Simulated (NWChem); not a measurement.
System: C$_{2}$H$_{7}$Sb; SMILES [CH3][SbH][CH3]

```xyz
10

Sb    -0.3965     0.0300     0.0000
H     -0.5760    -1.6836     0.0000
C      1.0730     0.0070    -1.6036
H      1.8645    -0.7263    -1.3977
H      1.5175     1.0083    -1.6965
H      0.5786    -0.2461    -2.5523
C      1.0730     0.0070     1.6036
H      1.8645    -0.7263     1.3977
H      0.5786    -0.2461     2.5523
H      1.5175     1.0083     1.6965
```
Atoms are numbered in this order, from 1.

Results from NWChem. Medium grid unless said otherwise, to which SCAN and Minnesota functionals are sensitive. Geometry: optimised at PBE0/def2-SVP. def2 effective core potentials on Sb; no spin-orbit coupling. Total energies of different functionals are on different scales.

```json
[
 {"level": "B3LYP/def2-SVP", "energy (Ha)": "-320.6811", "highest occupied level (eV)": "-6.44", "orbital gap (eV)": "6.56", "dipole (D)": "0.67"},
 {"level": "PBE/def2-SVP", "energy (Ha)": "-320.4659", "highest occupied level (eV)": "-5.61", "orbital gap (eV)": "5.18", "dipole (D)": "0.74"},
 {"level": "PW6B95/def2-SVP", "energy (Ha)": "-320.8399", "highest occupied level (eV)": "-6.70", "orbital gap (eV)": "7.09", "dipole (D)": "0.64"},
 {"level": "M06-2X/def2-SVP", "energy (Ha)": "-320.4543", "highest occupied level (eV)": "-7.73", "orbital gap (eV)": "8.81", "dipole (D)": "0.64"},
 {"level": "B97-2/def2-SVP", "energy (Ha)": "-320.8311", "highest occupied level (eV)": "-6.42", "orbital gap (eV)": "6.74", "dipole (D)": "0.69"},
 {"level": "RPBE/def2-SVP", "energy (Ha)": "-320.6639", "highest occupied level (eV)": "-5.57", "orbital gap (eV)": "5.20", "dipole (D)": "0.71"},
 {"level": "TPSSh/def2-SVP", "energy (Ha)": "-320.5320", "highest occupied level (eV)": "-6.12", "orbital gap (eV)": "6.09", "dipole (D)": "0.75"}
]
```
